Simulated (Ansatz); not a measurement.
FH2In (SMILES [F][InH2]) moved off its minimum; all values from Ansatz (a quantum-chemistry and plane-wave program), cores frozen in correlated methods. Elements past Kr take the def2 small-core potentials, without spin–orbit coupling.
(charge 0, multiplicity 1)
```xyz
4

In    -0.2172    -0.2642     0.0374
H      0.9005    -1.0503     1.1834
H     -1.6843    -0.5829    -0.9866
F      0.6919     1.5621    -0.1993
```

Give the forces (eV/Å), the total energy and the dipole at CCSD(T)/def2-TZVPPD.


```tsv
atom	Fx	Fy	Fz
In1	0.481	0.711	-0.270
H2	-0.533	0.064	-0.331
H3	0.757	0.201	0.587
F4	-0.705	-0.976	0.014
```
Energy -290.2215 hartree, dipole 3.68 D.
